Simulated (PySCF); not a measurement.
# Correlation energy of Ar²⁺ (argon, charge +2)

[Ne] 3s1 3p5, high-spin 3P determinant (an excited configuration). Calculation: PySCF 2.14, in x2c-QZVPPall (9s6p4d2f1g, 70 functions); scalar relativity by spin-free X2C-1e. Frozen: [Ne]; 6 electrons correlated.

| level | correlation energy (mhartree) |
| --- | --- |
| CCSD | -268.43 |
| (T) | -20.49 |
| CCSD(T) | -288.92 |

Diagnostics: T1 = 0.013, D1 = 0.0257, largest double amplitude 0.195.

Problem. Is a single reference adequate?

Solution. Not fully. A double-excitation amplitude exceeds 0.15, a sign of near-degeneracy.
